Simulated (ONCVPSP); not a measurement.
# Varying the ONCV potential for Cs

Base potential:

caesium, optimised norm-conserving Vanderbilt (ONCV), made with ONCVPSP 4.0.1 (PBE, fully relativistic). Core [Kr] 4d10, reference 5s2 5p6 6s1. Waves: 5s+6s: rc 3.10 bohr, ncon 4, nbas 8, qcut 3.9 1/bohr, 2 projectors; 5p: rc 3.45 bohr, ncon 4, nbas 8, qcut 3.5 1/bohr, 2 projectors, debl 1.1 Ha; d scattering state at 0.25 Ha: rc 3.60 bohr, ncon 5, nbas 9, qcut 2.4 1/bohr, 3 projectors, debl 1.7 Ha. Local part: polynomial inside 2.60 bohr (lpopt 5, dvloc0 0 Ha). Core correction: Teter function, fcfact 2, rcfact 1.75.

Open shells are filled in proportion to 2j + 1.

In the d channel the program set the typed energies aside and used 0.050, 1.750, 3.450 Ha (j = l + 1/2; the other j can differ).

All-electron outer shells of the reference configuration (PBE, scalar-relativistic, ld1.x):

```tsv
shell	level (eV)	outermost node (bohr)	outermost maximum (bohr)
5s	-26.73	0.82	1.54
5p	-13.52	0.89	1.79
6s	-2.09	2.11	4.80
```

Cutoffs, loose and tight: the cutoffs (Ha) at which the residual kinetic energy of the hardest occupied pseudo-wave falls to 1 and 0.1 mHa per electron. They do not see the model core or the augmentation charge, which bear on the density cutoff. Test errors are all-electron minus pseudo excitation energies from the reference, over the configurations 5s2 5p6 6s0; 5s2 5p6 6s0.5; 5s2 5p6 6s0 6p1; 5s1 5p6 6s1. A dash means not determined; rows that change the core or the reference have their own tests.

```csv
change,outcome,"cutoff, loose","cutoff, tight",bound ghosts,GHOST(+) flags above zero,largest test error (meV)
base,"generated, projector energies reset by the program",4.2 Ha,5.7 Ha,none,none,-186
scalar-relativistic,"generated, projector energies reset by the program",4.2 Ha,5.7 Ha,none,none,-193
p: qcut 4.2,"generated, projector energies reset by the program",4.5 Ha,5.7 Ha,none,none,-182
"all radii but the core radius scaled by about 1.28 (s 3.96, p 4.42, d 4.60 bohr); local potential polynomial inside 3.32 bohr (lpopt 5, dvloc0 0 Ha)","generated, projector energies reset by the program",3.6 Ha,4.4 Ha,none,none,-351
p: nbas 9,"generated, projector energies reset by the program",4.2 Ha,5.7 Ha,none,none,-186
p: nproj 3,"generated, projector energies reset by the program",4.2 Ha,5.7 Ha,none,none,-186
"reference 5s2 5p6 6s0.5 6p0.5; wave 5p: rc 3.45 bohr, ncon 4, nbas 8, qcut 3.5 1/bohr, 2 projectors, debl 1.1 Ha becomes 5p+6p: rc 3.45 bohr, ncon 4, nbas 8, qcut 3.5 1/bohr, 2 projectors","generated, projector energies reset by the program",4.2 Ha,5.7 Ha,none,none,-42
```

Task: What comes out with this change to the base: s: rc 4.46?

Result: outcome: generated, projector energies reset by the program; cutoff, loose: 4.1 Ha; cutoff, tight: 4.9 Ha; bound ghosts: none; GHOST(+) flags above zero: none; largest test error (meV): -356.

Task: What comes out with this change to the base: s: qcut 5.8?

Result: outcome: generated, projector energies reset by the program; cutoff, loose: 8.5 Ha; cutoff, tight: 11 Ha; bound ghosts: none; GHOST(+) flags above zero: none; largest test error (meV): -39.
